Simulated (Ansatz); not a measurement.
Wavefunction ladder for CH5FOSi2 (`F[Si@@H]1O[C@H]1[SiH3]`)

Cartesian coordinates in Å:
```
F -0.9534 2.1349 2.0170
Si -0.7056 1.3889 0.6426
O -1.5431 0.0166 0.3568
C -0.0602 -0.2849 0.5846
Si 0.7744 -1.0702 -0.8895
H -0.6141 2.4096 -0.4098
H 0.0823 -0.7827 1.5452
H 0.1911 -2.4032 -1.1903
H 2.2220 -1.2211 -0.5828
H 0.6067 -0.1878 -2.0738
```

The species carries charge 0 and has multiplicity 1. All single points use the PBE0-D4/def2-TZVP geometry. Frozen core, restricted reference, Ansatz 0.2.0. CBS rows extrapolate triple and quadruple zeta; past MP2 they add the triple-zeta difference.

| basis | HF (Eh) | MP2 corr. | CCSD corr. | (T) | CCSD(T) total |
| --- | --- | --- | --- | --- | --- |
| def2-SVP | -792.61437 | ? | -0.74052 | -0.01942 | ? |
| def2-TZVPP | -793.10503 | -0.89085 | -0.92617 | -0.03476 | -794.06596 |
| def2-QZVPP | -793.13387 | ? | – | – | – |
| CBS(def2) | -793.13784 | ? | ? | as TZ | ? |

Question: Fill in the withheld values. (Estimate.)

Answer: Computed: def2-SVP MP2 corr.: -0.69751; def2-SVP CCSD(T) total: -793.37431; def2-QZVPP MP2 corr.: -0.96328; CBS(def2) MP2 corr.: -1.01693; CBS(def2) CCSD corr.: -1.05224; CBS(def2) CCSD(T) total: -794.22484.
